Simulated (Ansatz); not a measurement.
Ansatz (a quantum-chemistry and plane-wave program) input (B3LYP-D3(BJ)/def2-TZVP):

Ansatz 0.2 input:
```yaml
crystal:
  periodic: [false, false, false]
  atoms:
    - {symbol: Si, position_ang: [-0.60543249, -0.16431561, -0.69357418]}
    - {symbol: C, position_ang: [-1.04658487, 1.60396259, -0.98300153]}
    - {symbol: C, position_ang: [-1.58421020, -0.88147163, 0.77653968]}
    - {symbol: O, position_ang: [0.99162538, -0.28005756, -0.38858594]}
    - {symbol: Si, position_ang: [2.40669812, -0.11240598, 0.36894476]}
    - {symbol: H, position_ang: [-0.77083829, -1.01427463, -1.88108597]}
    - {symbol: H, position_ang: [-0.30954945, 2.38685511, -1.02800690]}
    - {symbol: H, position_ang: [-2.05845277, 1.92682342, -1.15168764]}
    - {symbol: H, position_ang: [-1.30920666, -1.91670327, 0.95593190]}
    - {symbol: H, position_ang: [-1.39567966, -0.32593488, 1.69100617]}
    - {symbol: H, position_ang: [-2.65128135, -0.85006226, 0.58178800]}
    - {symbol: H, position_ang: [3.40691538, -0.51052463, -0.61813407]}
    - {symbol: H, position_ang: [2.40057815, -0.99124022, 1.53928367]}
    - {symbol: H, position_ang: [2.55666511, 1.28653521, 0.77242048]}
basis:
  gaussian:
    orbitals: def2-TZVP
hamiltonian:
  xc: b3lyp
  dispersion: d3bj
magnetization: {spin_polarized: true, initial_magnetization: 1}
relax: {f_tol: 0.002, max_steps: 150}
```

End of the output:

```
these checks for a lower state are left out or cut short: starts, cluster_reference, orbital_swaps, neighbouring_geometries, increment
integrals: 0.16 GiB planned
1429 factors; their error is unknown
0.28 GiB of the device are held for the grids
1.26 GiB of device memory are held for the factors and their scratch space
mean field: 1.37 GiB planned
mean field -20027.92571643 eV, -736.0126946631 hartree, gradient 1.9e-5 eV, S^2 0.753468; 0 other end points of the search recorded, 0 dependent functions left out
the calculation of the forces begins
reference -20027.92604401 eV, -736.0127067016 hartree; 29, 28 occupied and 192, 193 virtual orbitals, 1429 factors
relax step  40: F+E_penalty+E_count = -20028.48044294 eV  Δ(F+E_penalty+E_count) = -6.759e-7 eV  max|allowed force component| = 2.149e-3 eV/Å  Δτ_max = 0.0047 Å  (26 SCF iters, accepted)
these checks for a lower state are left out or cut short: starts, cluster_reference, orbital_swaps, neighbouring_geometries, increment
integrals: 0.16 GiB planned
1429 factors; their error is unknown
0.28 GiB of the device are held for the grids
1.26 GiB of device memory are held for the factors and their scratch space
mean field: 1.37 GiB planned
mean field -20027.92570228 eV, -736.0126941432 hartree, gradient 8.2e-5 eV, S^2 0.753468; 0 other end points of the search recorded, 0 dependent functions left out
the calculation of the forces begins
reference -20027.92602986 eV, -736.0127061816 hartree; 29, 28 occupied and 192, 193 virtual orbitals, 1429 factors
relax step  41: F+E_penalty+E_count = -20028.48044328 eV  Δ(F+E_penalty+E_count) = -3.389e-7 eV  max|allowed force component| = 9.872e-4 eV/Å  Δτ_max = 0.0004 Å  (23 SCF iters, accepted)
integrals: 0.16 GiB planned
1429 factors; their error is unknown
0.28 GiB of the device are held for the grids
1.26 GiB of device memory are held for the factors and their scratch space
mean field: 1.37 GiB planned
mean field evaluation 288: about -20027.9257 eV, gradient 8.2e-5 eV
mean field -20027.92570228 eV, -736.0126941432 hartree, gradient 8.2e-5 eV, S^2 0.753468; 1 other end points of the search recorded, 0 dependent functions left out
the calculation of the forces begins
reference -20027.92602986 eV, -736.0127061816 hartree; 29, 28 occupied and 192, 193 virtual orbitals, 1429 factors
Total energy: -20028.48077086 eV, -736.0330925373 hartree
Atom 0 at    -0.609948    -0.213890    -0.708076 Å, force    -0.000445     0.000363     0.000861 eV/Å
Atom 1 at    -0.943287     1.596848    -0.767542 Å, force     0.000987    -0.000474    -0.000481 eV/Å
Atom 2 at    -1.581381    -1.019209     0.666925 Å, force     0.000184     0.000016    -0.000070 eV/Å
Atom 3 at     1.002953    -0.474279    -0.504276 Å, force     0.000134    -0.000499    -0.000849 eV/Å
Atom 4 at     2.340037    -0.019276     0.318076 Å, force    -0.000021     0.000291    -0.000260 eV/Å
Atom 5 at    -0.966173    -0.844680    -2.003800 Å, force    -0.000036    -0.000037    -0.000007 eV/Å
Atom 6 at    -0.233000     2.311768    -1.169641 Å, force    -0.000061     0.000023     0.000075 eV/Å
Atom 7 at    -1.882952     2.034460    -0.447015 Å, force    -0.000788     0.000211     0.000285 eV/Å
Atom 8 at    -1.390955    -2.093763     0.697203 Å, force    -0.000101     0.000224     0.000004 eV/Å
Atom 9 at    -1.314975    -0.597914     1.638486 Å, force    -0.000040    -0.000091    -0.000298 eV/Å
Atom 10 at    -2.653732    -0.871226     0.516969 Å, force     0.000160    -0.000010     0.000061 eV/Å
Atom 11 at     3.465594    -0.880345    -0.103984 Å, force    -0.000124     0.000116     0.000370 eV/Å
Atom 12 at     2.129188    -0.168465     1.778646 Å, force     0.000185     0.000119    -0.000064 eV/Å
Atom 13 at     2.669878     1.397157     0.029868 Å, force    -0.000033    -0.000250     0.000372 eV/Å
Dipole moment:    -0.161105     0.108975     0.114638 e Å
```

It need not be the lowest isomer of its formula.
